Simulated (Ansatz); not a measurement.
`CN(C)B[SiH3]`. Charge 0, multiplicity 1. The structure was optimised at the PBE0-D4/def2-TZVP level. It is one conformer, not always the lowest.

```xyz
15

C    -1.380   -0.686    1.381
N    -0.354   -0.301    0.433
C     0.696   -1.291    0.333
B    -0.406    0.888   -0.279
Si    0.944    1.546   -1.623
H    -0.951   -0.821    2.380
H    -1.841   -1.635    1.087
H    -2.148    0.083    1.427
H     1.450   -0.976   -0.384
H     1.177   -1.442    1.307
H     0.286   -2.256    0.014
H    -1.356    1.595   -0.070
H     2.120    0.660   -1.874
H     0.279    1.767   -2.941
H     1.484    2.869   -1.190
```

Q: What is the dipole moment at B3LYP/def2-TZVPP? (Best estimate.)

A: The calculation gave: 2.82 D, with components (-0.53, -2.17, 1.73) D in this frame, pointing from negative to positive charge.

Q: And with PBE, r2SCAN, ωB97M-V? (An estimate is asked.)

A: The calculation gave: PBE 2.93 D, r2SCAN 2.88 D, ωB97M-V 2.81 D.

Q: Give the Mulliken charges with B3LYP, r2SCAN, PBE in def2-TZVPP. (An estimate is asked.)

A: Computed: 
```tsv
atom	B3LYP	r2SCAN	PBE
C1	-0.17	-0.05	-0.17
N2	-0.06	-0.04	0.02
C3	-0.17	-0.07	-0.18
B4	-0.03	-0.05	-0.06
Si5	0.10	0.14	0.03
H6	0.10	0.06	0.09
H7	0.10	0.06	0.09
H8	0.10	0.07	0.09
H9	0.10	0.07	0.09
H10	0.10	0.06	0.09
H11	0.10	0.06	0.09
H12	0.00	-0.03	-0.01
H13	-0.09	-0.10	-0.07
H14	-0.08	-0.08	-0.06
H15	-0.08	-0.08	-0.06
```

B3LYP here is the variant with VWN-RPA as its local correlation; programs differ in this.
